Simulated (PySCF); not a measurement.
A structure optimised at r2SCAN-D4/def2-TZVP, used in a PySCF frequency run:

```
Hf
H 1 1.8585
H 1 1.8585 2 111.21
H 1 1.8585 2 111.21 3 124.52
C 1 2.1731 2 107.67 4 117.74
H 5 1.0985 1 111.01 2 0.00
H 5 1.0985 6 107.89 1 121.84
H 5 1.0985 6 107.89 7 116.33
```
Charge 0, spin multiplicity 1.

### Question
Write its SMILES, formula and point group.

### Answer
[CH3][HfH3], CH₆Hf, C3v

### Question
What are its rotational constants (standard atomic weights)?

### Answer
39.913, 6.4233, 6.4233 GHz
